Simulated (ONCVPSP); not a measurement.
## What one change does to a pseudopotential (tellurium (Te), ONCV)

Te (Z = 52), optimised norm-conserving Vanderbilt (ONCV), made with ONCVPSP 4.0.1 (PBE, scalar-relativistic). Core [Ar] 3d10, reference 4s2 4p6 4d10 5s2 5p4. Waves: 4s+5s: rc 1.50 bohr, ncon 4, nbas 9, qcut 10.5 1/bohr, 3 projectors, debl 0.4 Ha; 4p+5p: rc 1.40 bohr, ncon 4, nbas 8, qcut 8.1 1/bohr, 2 projectors; 4d: rc 1.05 bohr, ncon 5, nbas 9, qcut 7.8 1/bohr, 2 projectors, debl 3.9 Ha. Local part: polynomial inside 1.00 bohr (lpopt 4, dvloc0 1 Ha). Core correction: none.

In the s channel the program set the typed energies aside and used -6.041, -0.555, 0.250 Ha.

Change: s: qcut 12.7; p: qcut 9.8; d: qcut 9.5.

Cutoffs: the cutoffs (Ha) at which the residual kinetic energy of the hardest occupied pseudo-wave falls to 1 and 0.1 mHa per electron; they do not see the model core or the augmentation charge, which bear on the density cutoff. Errors are all-electron minus pseudo energies relative to the spin-unpolarised reference configuration.

Q: Predict the effect on cutoff, ghosts and configuration errors.

A: The potential gets softer (225 Ha and 266 Ha → 64 Ha and 218 Ha); the errors of the 4 common tests hardly move; neither file shows a bound ghost.

```tsv
quantity	base	changed
cutoff, loose	225 Ha	64 Ha
cutoff, tight	266 Ha	218 Ha
loose cutoff by channel	s 33 Ha, p 27 Ha, d 225 Ha	s 46 Ha, p 28 Ha, d 64 Ha
bound ghosts	none	none
GHOST(+) flags under 300 eV	none	d at 288.1 eV
largest miss of a reference level, eV	0.00	0.06
error for 4s2 4p6 4d10 5s2 5p3, meV [ΔE 9.73 eV]	-2.1	-2.1
error for 4s2 4p6 4d10 5s2 5p2, meV [ΔE 27.65 eV]	-6.3	-6.5
error for 4s2 4p6 4d10 5s2 5p1, meV [ΔE 54.55 eV]	-13	-14
error for 4s2 4p6 4d10 5s0 5p6, meV [ΔE 18.70 eV]	-2.4	-2.4
s: phases at 1.52 bohr within 0.05 rad from the reference energy up to (Ha; the scan ends near 5)	to the end of the scan	to the end of the scan
p: phases at 1.42 bohr within 0.05 rad from the reference energy up to (Ha; the scan ends near 5)	to the end of the scan	to the end of the scan
d: phases at 1.07 bohr within 0.05 rad from the reference energy up to (Ha; the scan ends near 5)	to the end of the scan	to the end of the scan
```
